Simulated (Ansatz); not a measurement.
`[SiH3][GeH2][SiH3]` + PH₃ → `[SiH3]P` + `[SiH3][GeH3]` at 400 K and 1 bar (cleavage of the Si–Ge bond).

Computed with Ansatz on PBE0-D4/def2-TZVP structures; ΔE is electronic, products minus reactants. CCSD(T)/CBS is the MP2 limit (def2-TZVPP, def2-QZVPP) plus CCSD(T) − MP2 in def2-TZVPP, frozen cores. This one scheme is used for every species. For Ge outer-core shells are correlated without core-valence functions, which leaves a few kJ/mol of doubt a bond. Scalar relativity is left out up to krypton.

```json
{"species": "`[SiH3][GeH2][SiH3]`", "CCSD(T)/CBS energy (Eh)": "-2659.07062", "H − E (kJ/mol)": "207.3", "S (J/(mol·K))": "400.1"}
{"species": "PH₃", "CCSD(T)/CBS energy (Eh)": "-342.72256", "H − E (kJ/mol)": "77.1", "S (J/(mol·K))": "221.7"}
{"species": "`[SiH3]P`", "CCSD(T)/CBS energy (Eh)": "-633.00997", "H − E (kJ/mol)": "132.7", "S (J/(mol·K))": "302.6"}
{"species": "`[SiH3][GeH3]`", "CCSD(T)/CBS energy (Eh)": "-2368.78170", "H − E (kJ/mol)": "150.2", "S (J/(mol·K))": "319.5"}
```

H − E and S are ideal-gas, rigid-rotor, harmonic terms from PBE0-D4/def2-TZVP. 1 Eh = 2625.50 kJ/mol, R = 8.31446 J/(mol·K).

**Question.** By hand: ΔE, ΔH, ΔS and ΔG.

**Answer.** ΔE = (-633.00997) + (-2368.78170) − (-2659.07062) − (-342.72256) = 0.00151 Eh = 4.0 kJ/mol. Δ(H − E) = 132.7 + 150.2 − 207.3 − 77.1 = -1.5, so ΔH = 2.5 kJ/mol. ΔS = 302.6 + 319.5 − 400.1 − 221.7 = 0.3 J/(mol·K). ΔG = 2.5 − 400 × (0.3)/1000 = 2.4 kJ/mol.

**Question.** By hand: the equilibrium constant, and the temperature at which ΔG would vanish if ΔH and ΔS stayed fixed.

**Answer.** log₁₀ K = −ΔG/(RT ln 10) = -0.3. ΔG = 0 at ΔH/ΔS = 8333 K, far beyond where these terms or the molecules hold.

The number of gas molecules stays the same, so ΔS is small and ΔH decides. The sign of ΔG lies within the doubt. A doubt of 5 kJ/mol in ΔE shifts log₁₀ K by 0.7 here. These are equilibria of isolated gas molecules and say nothing of rates. Largest T1 diagnostic: 0.013 (customary marks: 0.02 for closed shells, 0.045 for open ones).
